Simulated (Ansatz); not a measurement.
Start from `[OH][Zr]([OH])([c]1ccccc1)[c]1ccccc1` and change one atom or group to get `[OH][Zr]([OH])([Cl])[c]1ccccc1`.

Ansatz, PBE0-D4/def2-TZVP geometries, multiplicity 1. Each molecule was computed in one conformer, which needn't be the lowest.

Elements past krypton have def2 core potentials.

| property | `[OH][Zr]([OH])([c]1ccccc1)[c]1ccccc1` |
| --- | --- |
| HOMO energy (ωB97M-V/def2-TZVPP) / eV | -8.92 |
| HOMO–LUMO gap (PBE/def2-TZVPP) / eV | 3.58 |
| HOMO–LUMO gap (B3LYP/def2-TZVPP) / eV | 5.13 |
| HOMO energy (PBE/def2-TZVPP) / eV | -5.73 |
| LUMO energy (PBE/def2-TZVPP) / eV | -2.15 |
| LUMO energy (B3LYP/def2-TZVPP) / eV | -1.53 |

(1) What does the change do to each property? (An estimate is asked.)

Answers

(1) Computed: 
```csv
property,`[OH][Zr]([OH])([Cl])[c]1ccccc1`,shift
HOMO energy (ωB97M-V/def2-TZVPP) / eV,-9.26,-0.34
HOMO–LUMO gap (PBE/def2-TZVPP) / eV,3.96,0.38
HOMO–LUMO gap (B3LYP/def2-TZVPP) / eV,5.41,0.28
HOMO energy (PBE/def2-TZVPP) / eV,-6.16,-0.43
LUMO energy (PBE/def2-TZVPP) / eV,-2.20,-0.05
LUMO energy (B3LYP/def2-TZVPP) / eV,-1.59,-0.06
```

With PBE0 the HOMO falls by 0.35 eV and the LUMO falls by 0.05 eV, so the gap widens by about 0.30 eV. PBE moves the HOMO by -0.43 eV and ωB97M-V by -0.34 eV.

B3LYP here is the variant with VWN-RPA as its local correlation; programs differ in this.
